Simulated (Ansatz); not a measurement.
Geometry optimisation, RKS PBE-D4/def2-SVP (Ansatz 0.2.0).

Input:

```yaml
crystal:
  periodic: [false, false, false]
  atoms:
    - { symbol: F, position_ang: [-0.5697, -1.2363, 1.18] }
    - { symbol: B, position_ang: [-0.2761, -0.5722, -0.0894] }
    - { symbol: Se, position_ang: [1.2971, 0.6429, -0.2179] }
    - { symbol: H, position_ang: [-0.8603, -0.7548, -1.0503] }
    - { symbol: H, position_ang: [-1.10782, 0.02071, 0.48121] }
basis:
  gaussian: { orbitals: def2-SVP }
hamiltonian:
  xc: pbe
  dispersion: d4
relax:
  f_tol: 0.02
  max_steps: 50
```

Run as:

```bash
$ ansatz run input.yaml --threads 1 --pin off --max-ram 2048MiB --backend cpu --events-out ev --progress --plain --runs-dir out
```

Where does it end, and by what steps?

It converged. After 19 steps the energy has fallen by 3.957 eV; H5 moved furthest, 1.76 Å. Parted: B2–H5. Joined: Se3–H5.

```
step  energy less start (eV)  largest force component (eV/Å)  accepted
   0                  0.0000                           4.411       yes
   1                 -0.7069                           1.936       yes
   2                 -1.2506                           2.049       yes
   3                 -1.9225                           2.186       yes
   4                 -2.6542                           1.884       yes
   5                 -2.9146                           2.306       yes
   6                 -3.1481                           1.137       yes
   7                 -3.2826                           0.698       yes
   8                 -3.3614                           0.423       yes
   9                 -3.3776                           0.181       yes
  10                 -3.3871                           0.147       yes
  11                 -3.3985                           0.118       yes
  12                 -3.4746                           0.505       yes
  13                 -3.5409                           0.474       yes
  14                 -3.6997                           0.875       yes
  15                 -3.8710                           0.649       yes
  16                 -3.9434                           0.269       yes
  17                 -3.9566                           0.196       yes
  18                 -3.9570                           0.073       yes
  19                 -3.9572                           0.017       yes
```

```xyz
5
Properties=species:S:1:pos:R:3
F -0.858 -1.422 0.978
B -0.441 -0.937 -0.192
Se 0.222 0.878 -0.367
H -0.472 -1.639 -1.184
H 0.033 1.220 1.068
```

Whether the end is a true minimum wasn't checked by a vibrational analysis.

Run time: 17 s on 1 thread of Intel(R) Xeon(R) 6975P-C (Granite Rapids) (shared host), peak memory 0.15 GiB.
